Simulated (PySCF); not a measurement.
Compound: C7H12O2S.
Structure used (PBE0-D3(BJ)/def2-SVP), in Å, numbered top down from 1:
```xyz
22
C7H12O2S angstrom
C      3.9631   -0.3551   -0.0376
S      2.2232   -0.5400   -0.3777
O      2.0467   -0.4150   -1.8248
O      1.7627   -1.7520    0.2997
C      1.5044    0.8734    0.4257
C      0.1812    1.0610    0.4114
C     -0.8140    0.1513   -0.2131
C     -2.2110    0.6785   -0.5981
C     -2.8046   -0.6572   -0.1131
C     -1.5206   -0.8804    0.7058
H      4.1331   -0.3884    1.0458
H      4.3264    0.5781   -0.4860
H      4.4337   -1.2194   -0.5244
H      2.2010    1.5436    0.9362
H     -0.2102    1.9346    0.9486
H     -0.3581   -0.3766   -1.0640
H     -2.3712    0.9802   -1.6439
H     -2.5110    1.5127    0.0574
H     -3.7629   -0.6296    0.4258
H     -2.8880   -1.3835   -0.9357
H     -1.6211   -0.4938    1.7324
H     -1.0633   -1.8784    0.7463
```

Level: PBE0/pcSseg-1 in PySCF, non-relativistic, on one gas-phase PBE0-D3(BJ)/def2-SVP geometry that isn't relaxed in the solvent. The solvent is an IEF-PCM continuum (Bondi radii, 1.10 Å for H, scaled by 1.2). Only the electrostatic response of the medium enters.

Gas phase at PBE0/pcSseg-1: HOMO -7.64 eV, LUMO -0.95 eV, dipole 3.80 D.

What does the continuum do to the energy, the frontier levels and the dipole at PBE0/pcSseg-1 in cyclohexane and dimethylsulfoxide?

```json
{"solvent": "cyclohexane", "ε": "2.017", "E(solvent) − E(gas) (kJ/mol)": "-18.14", "polarisation term (kJ/mol)": "-19.46", "distortion of the solute (kJ/mol)": "1.32", "HOMO (eV)": "-7.64", "LUMO (eV)": "-0.89", "dipole (D)": "4.30"}
{"solvent": "dimethylsulfoxide", "ε": "46.83", "E(solvent) − E(gas) (kJ/mol)": "-46.42", "polarisation term (kJ/mol)": "-56.03", "distortion of the solute (kJ/mol)": "9.61", "HOMO (eV)": "-7.68", "LUMO (eV)": "-0.85", "dipole (D)": "5.27"}
```

The first energy column is the sum of the next two and covers electrostatics alone. From cyclohexane to dimethylsulfoxide the lowering changes by a factor 2.56, Onsager's factor (ε − 1)/(2ε + 1) by 2.40 and ε itself by 23.2.

Which radius a makes the point-dipole formula ΔE = −[(ε − 1)/(2ε + 1)]·μ²/a³ give the value in dimethylsulfoxide, with the gas-phase dipole?

μ = 1.494 au and |ΔE| = 0.01768 Eh give a = 2.08 Å; the farthest nucleus lies 4.41 Å from the centroid of the nuclei, so such a sphere wouldn't even hold the nuclei. The formula assumes a rigid point dipole at the centre of a sphere.

Give the dipole vector in the frame of the coordinates (D, pointing from negative to positive charge), gas and dimethylsulfoxide.

Gas (0.98, 2.89, 2.27), solvent (1.39, 4.05, 3.07). Its length changes by +39 % and its direction by 1°.

Which ESP-fitted charges (PBE0/pcSseg-1) respond most in cyclohexane (means over atoms taken as equivalent)?

| atoms | environment | gas (e) | solvent (e) | change |
| --- | --- | --- | --- | --- |
| O3/O4 | sulfonyl oxygen | -0.532 | -0.556 | -0.024 |
| S2 | sulfonyl sulfur | +1.062 | +1.076 | +0.014 |
| H14 | vinylic hydrogen | +0.198 | +0.209 | +0.011 |
| H15 | vinylic hydrogen | +0.215 | +0.224 | +0.009 |
| C7 | allylic carbon | +0.397 | +0.403 | +0.006 |
| H11/H12/H13 | methyl hydrogen | +0.218 | +0.224 | +0.006 |

Which Mayer bond orders change most in cyclohexane?

```
  bond  length (Å)    gas  solvent  change
 S2–O3       1.463  1.679    1.662  -0.017
 S2–O4       1.463  1.683    1.669  -0.014
 C1–S2       1.782  0.913    0.922  +0.009
 S2–C5       1.778  0.854    0.861  +0.007
C1–H13       1.098  0.936    0.932  -0.004
C1–H11       1.097  0.936    0.933  -0.003
C1–H12       1.097  0.936    0.933  -0.003
 C5–C6       1.336  1.890    1.887  -0.003
```

How do the nuclear quadrupole coupling constants eQVzz/h respond in cyclohexane?

```json
{"nucleus": "33S at S2", "Q (barn)": "-0.06781", "gas (MHz)": "1.64", "solvent (MHz)": "-1.56", "η gas": "0.92", "η solvent": "0.24"}
{"nucleus": "17O at O3", "Q (barn)": "-0.0256", "gas (MHz)": "-8.95", "solvent (MHz)": "-8.95", "η gas": "0.08", "η solvent": "0.09"}
{"nucleus": "17O at O4", "Q (barn)": "-0.0256", "gas (MHz)": "-8.93", "solvent (MHz)": "-8.93", "η gas": "0.10", "η solvent": "0.11"}
```
